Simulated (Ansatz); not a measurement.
# Cost against result

Saddle point of BH₂Cl₂OF, singlet (BHCl₂O ([OH][B]([Cl])[Cl]) + HF → BCl₂F ([F][B]([Cl])[Cl]) + H₂O (still joined by a long B–O bond); bonds formed: B1–F6, O2–H5; bonds broken: H5–F6; bonds weakened to dative contacts: B1–O2), PBE0-D4/def2-TZVP structure:

B1  (-0.455, 0.082, -0.205)
O2  (0.980, 0.430, -0.071)
Cl3  (-0.783, -1.326, -1.248)
Cl4  (-1.563, 1.457, -0.266)
H5  (0.645, -0.089, 1.057)
F6  (-0.362, -0.431, 1.361)
H7  (1.538, -0.124, -0.628)
(Å)

Barriers are electronic and count from the start structure reached by relaxing down the imaginary mode.

Computed with Ansatz 0.2.0 (basis: as named in each row); correlated methods freeze the cores. B3LYP uses VWN-RPA correlation. Extrapolation: Hartree–Fock as exp(−7.88 √X), correlation as X^−2.97.

Times are rough, for one single point on 4 threads of a shared host (Arm Neoverse V2).

The estimate by CCSD(T) at an estimated basis limit (MP2 extrapolated from triple and quadruple zeta, plus CCSD(T) − MP2 in triple zeta) is 1.067 eV.

| method | basis | time (s) | barrier (eV) | method less estimate |
| --- | --- | --- | --- | --- |
| HF | STO-3G | under 1 | -0.108 | -1.176 |
| PBE-D4 | STO-3G | under 1 | -1.597 | -2.665 |
| SPW92 | def2-SVP | under 1 | -0.006 | -1.074 |
| B3LYP-D4 | 6-31G | under 1 | 0.563 | -0.505 |
| PBE-D4 | def2-SVP | under 1 | 0.400 | -0.667 |
| PBE0-D4 | def2-SVP | under 1 | 0.581 | -0.487 |
| SPW92 | def2-TZVPP | under 1 | 0.470 | -0.597 |
| PBE-D4 | def2-TZVPP | 1 | 0.839 | -0.228 |
| BLYP-D4 | def2-TZVPP | 1 | 1.022 | -0.045 |
| B3LYP-D4 | def2-TZVPP | 2 | 1.070 | 0.003 |
| BHLYP-D4 | def2-TZVPP | 2 | 1.171 | 0.103 |
| PBE0-D4 | def2-TZVPP | 2 | 0.931 | -0.136 |
| CCSD(T) | def2-SVP | 2 | 0.897 | -0.170 |
| CAM-B3LYP-D4 | def2-TZVPP | 2 | 0.995 | -0.073 |
| r2SCAN-D4 | def2-TZVPP | 3 | 0.868 | -0.200 |
| RPA on PBE | def2-TZVPP | 3 | 1.007 | -0.061 |
| wB97M-V | def2-SVP | 3 | 0.525 | -0.542 |
| r2SCAN0-D4 | def2-TZVPP | 3 | 0.943 | -0.125 |
| B2PLYP | def2-TZVPP | 3 | 1.073 | 0.006 |
| PBE-QIDH | def2-TZVPP | 3 | 0.978 | -0.090 |
| wB97X-V | def2-TZVPP | 4 | 0.939 | -0.129 |
| B97M-V | def2-TZVPP | 5 | 1.037 | -0.030 |
| wB97M-V | def2-TZVPP | 5 | 0.922 | -0.145 |
| MP2 | def2-QZVPP | 10 | 1.013 | -0.055 |
| CCSD(T) | def2-TZVPP | 54 | 1.032 | -0.035 |

All methods are single points on the PBE0-D4 structures; a negative value means that the method puts the saddle structure below the start.

The T1 diagnostic stays at or below 0.011.

Steps of this kind, hydrogen fluoride cutting a network bond, underlie vapour etching and the fluorination step of atomic layer etching.

Labels in which every atom is bracketed show which atoms are joined, not bond orders.
